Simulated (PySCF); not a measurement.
# Assignment exercise: C$_{5}$H$_{10}$N$_{2}$OSi

Molfile (atoms numbered from 1):
```
C5H10N2OSi
     RDKit          3D

 19 18  0  0  0  0  0  0  0  0999 V2000
    3.3089    0.3961   -0.7886 C   0  0  0  0  0  0  0  0  0  0  0  0
    3.3681   -0.5534    0.0220 N   0  0  0  0  0  0  0  0  0  0  0  0
    2.5752   -0.8555    1.0790 C   0  0  0  0  0  0  0  0  0  0  0  0
    1.3635   -1.1930    1.0485 N   0  0  0  0  0  0  0  0  0  0  0  0
    0.1715   -1.2604   -0.1838 Si  0  0  0  0  0  4  0  0  0  0  0  0
   -1.1572   -0.0194    0.3452 C   0  0  0  0  0  0  0  0  0  0  0  0
   -1.0765    0.8174    1.3729 C   0  0  0  0  0  0  0  0  0  0  0  0
   -2.2167   -0.1331   -0.5108 O   0  0  0  0  0  0  0  0  0  0  0  0
   -3.3429    0.6799   -0.2870 C   0  0  0  0  0  0  0  0  0  0  0  0
    2.6422    1.2525   -0.6746 H   0  0  0  0  0  0  0  0  0  0  0  0
    3.9748    0.3916   -1.6414 H   0  0  0  0  0  0  0  0  0  0  0  0
    3.1321   -0.9359    2.0157 H   0  0  0  0  0  0  0  0  0  0  0  0
    0.5651   -0.9227   -1.5631 H   0  0  0  0  0  0  0  0  0  0  0  0
   -0.3427   -2.6269   -0.1242 H   0  0  0  0  0  0  0  0  0  0  0  0
   -0.1915    0.8114    1.9819 H   0  0  0  0  0  0  0  0  0  0  0  0
   -1.8515    1.5095    1.6602 H   0  0  0  0  0  0  0  0  0  0  0  0
   -4.0609    0.4240   -1.0647 H   0  0  0  0  0  0  0  0  0  0  0  0
   -3.7836    0.4846    0.6962 H   0  0  0  0  0  0  0  0  0  0  0  0
   -3.0876    1.7427   -0.3606 H   0  0  0  0  0  0  0  0  0  0  0  0
  1  2  2  0
  2  3  1  0
  3  4  2  0
  4  5  1  0
  5  6  1  0
  6  7  2  0
  6  8  1  0
  8  9  1  0
  1 10  1  0
  1 11  1  0
  3 12  1  0
  5 13  1  0
  5 14  1  0
  7 15  1  0
  7 16  1  0
  9 17  1  0
  9 18  1  0
  9 19  1  0
M  END
```

Level of theory: shielding tensors at PBE0/pcSseg-1 (GIAO), GFN2-xTB structure, in PySCF 2.14 (single conformer, rapidly exchanging positions averaged, no solvent model, relativity neglected).

δ = σ(ref) − σ, references computed at the same level: 13C (186.93 ppm) and 1H (31.72 ppm) vs TMS.

Problem. Assign these signals to the numbered atoms. 13C{1H} NMR (computed): δ 173.4 (C), 164.1 (CH), 152.2 (CH2), 98.2 (CH2), 55.8 (CH3).

Solution. 
173.4 → C6, alkene carbon bearing oxygen: an sp2 carbon further deshielded by the attached heteroatom
164.1 → C3, C=N carbon
152.2 → C1, C=N carbon
98.2 → C7, β carbon of an enol-ether or enamine type C=C: the O or N lone pair pushes π density onto this β carbon and shields it
55.8 → C9, methyl carbon bonded to O: the inductive effect lowers its shielding

Problem. Assign these signals to the numbered atoms. 1H NMR (500 MHz, computed): δ 8.93 (s, 1H), 7.52 (d, 1H), 7.31 (d, 1H), 4.97 (s, 2H), 4.71 (m, 1H), 4.56 (m, 1H), 3.73 (s, 3H).

Solution. 
| δ (ppm) | atoms | environment | reason |
| --- | --- | --- | --- |
| 8.93 | H12 | hydrogen on a C=N carbon | – |
| 7.52 | H10 | hydrogen on a C=N carbon | – |
| 7.31 | H11 | hydrogen on a C=N carbon | – |
| 4.97 | H13/H14 | hydrogen on a silicon bonded to C, N | – |
| 4.71 | H16 | hydrogen on a β carbon of an enol-ether or enamine type C=C | lone-pair donation from O or N shields it, upfield of ordinary alkene protons |
| 4.56 | H15 | hydrogen on a β carbon of an enol-ether or enamine type C=C | – |
| 3.73 | H17/H18/H19 | hydrogen on a methyl carbon bonded to O | its carbon carries O, hence the downfield position |

Shifts are as computed. Against solution values, carbons near 30 ppm lie about +3 ppm off and those near 130 ppm about +5 ppm. Of 1309 compounds with measured shifts, 239 miss one by over three times the rms of a fit or turn the order of signals round; such compounds aren't used in these exercises. Multiplicities follow the n + 1 count of equivalent neighbours, as no J values were calculated; m marks all less simple cases, F and P coupling included.
